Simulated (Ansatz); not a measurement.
Relaxation of C2H2K (5 atoms, charge 1, multiplicity 1), to a largest force component of 0.02 eV/Å in at most 40 steps.

Theory: Ansatz, RKS PBE0/def2-mTZVP.

```xyz
5
Properties=species:S:1:pos:R:3
K 0.048 -0.060 -2.872
C 0.460 -0.362 0.692
C -0.490 0.366 0.597
H 1.278 -0.993 0.919
H -1.296 1.048 0.664
```

Question: Where does it end, and by what steps?

Answer: The run converged. Limits of this set-up: the dipole of an ion depends on the origin. After 4 steps the energy has fallen by 0.046 eV; K1 moved furthest, 0.29 Å. Joined: K1–C2, K1–C3.

```
step  energy less start (eV)  largest force component (eV/Å)  accepted
   0                  0.0000                           0.429       yes
   1                 -0.0174                           0.139       yes
   2                 -0.0438                           0.096       yes
   3                 -0.0452                           0.056       yes
   4                 -0.0459                           0.015       yes
```

```xyz
5
Properties=species:S:1:pos:R:3
K 0.084 -0.088 -2.586
C 0.451 -0.351 0.632
C -0.490 0.392 0.574
H 1.282 -1.008 0.769
H -1.327 1.055 0.611
```

Whether the end is a true minimum wasn't checked by a vibrational analysis.

The run took 7.5 s on 1 thread of Intel(R) Xeon(R) Platinum 8488C (Sapphire Rapids) (shared host), peak memory 0.12 GiB.
